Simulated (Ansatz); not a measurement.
`C=[C](F)[InH][CH3]` → `C=[C](F)[InH2]` + `[CH2]` (triplet) at 298.15 K and 1 bar (formal loss of a carbene).

Computed with Ansatz on PBE0-D4/def2-TZVP structures; ΔE is electronic, products minus reactants. CBS: MP2 limit from def2 TZ/QZ plus the TZ coupled-cluster correction, frozen cores. This one scheme is used for every species. Triplets are unrestricted, without spin–orbit coupling. Elements past krypton have def2 core potentials. For In outer-core shells are correlated without core-valence functions, which leaves a few kJ/mol of doubt a bond. Each species was taken in one conformer, which may not be the lowest.

```
             species  CCSD(T)/CBS energy (Eh)  H − E (kJ/mol)  S (J/(mol·K))
`C=[C](F)[InH][CH3]`               -407.31865           220.3          393.1
    `C=[C](F)[InH2]`               -368.04636           137.4          332.4
   `[CH2]` (triplet)                -39.09499            55.4          195.3
```

H − E and S are ideal-gas, rigid-rotor, harmonic terms from PBE0-D4/def2-TZVP, for one conformer and one mirror image of each species, with the whole ground term of open shells counted as degenerate. 1 Eh = 2625.50 kJ/mol, R = 8.31446 J/(mol·K).

By hand: ΔE, ΔH, ΔS and ΔG.

ΔE = (-368.04636) + (-39.09499) − (-407.31865) = 0.17730 Eh = 465.5 kJ/mol. Δ(H − E) = 137.4 + 55.4 − 220.3 = -27.5, so ΔH = 438.0 kJ/mol. ΔS = 332.4 + 195.3 − 393.1 = 134.6 J/(mol·K). ΔG = 438.0 − 298.15 × (134.6)/1000 = 397.9 kJ/mol.

By hand: the equilibrium constant, and the temperature at which ΔG would vanish if ΔH and ΔS stayed fixed.

log₁₀ K = −ΔG/(RT ln 10) = -69.7. ΔG = 0 at ΔH/ΔS = 3254 K, far beyond where these terms or the molecules hold.

The number of gas molecules changes by +1, which sets the sign of ΔS. A doubt of 5 kJ/mol in ΔE shifts log₁₀ K by 0.9 here. Other conformers and mirror images would add mixing entropy, several J/(mol·K) or more a flexible species. Modes under 60 cm⁻¹, often nearly free rotors, make the harmonic entropy too high. A triplet takes part, so the spin changes. These are equilibria of isolated gas molecules and say nothing of rates. Largest T1 diagnostic: 0.014 (customary marks: 0.02 for closed shells, 0.045 for open ones).
